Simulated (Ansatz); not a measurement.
A run for Ansatz (an electronic-structure program): R-PBE/def2-TZVPPD on H4OSi (SMILES O[SiH3]) with ghost functions, monomers drawn apart or pushed together. Files ending in .json are basis or fitting sets from the Basis Set Exchange.

Ansatz 0.2 input:
```yaml
crystal:
  periodic: [false, false, false]
  atoms:
    - {symbol: O, position_ang: [0.54459607, 0.75692947, 3.38808964]}
    - {symbol: Si, position_ang: [0.03967890, 0.39092692, 4.93279833]}
    - {symbol: H, position_ang: [1.22931683, 1.41899771, 3.26134086]}
    - {symbol: H, position_ang: [1.16839758, -0.11640341, 5.74629242]}
    - {symbol: H, position_ang: [-0.98996194, -0.64873423, 4.76093056]}
    - {symbol: H, position_ang: [-0.52731834, 1.58845839, 5.59430328]}
basis:
  gaussian:
    orbitals: def2-TZVPPD.json
    ghost_atoms:
      - {symbol: Br, position_ang: [-0.60941552, -1.15564798, -0.02079492]}
      - {symbol: H, position_ang: [-0.15485613, -0.42266917, 1.13543890]}
hamiltonian:
  xc: {name: PBE}
scf: {lower_state_search: off}
```

What total energy does the run end on?

-366.9576 hartree.
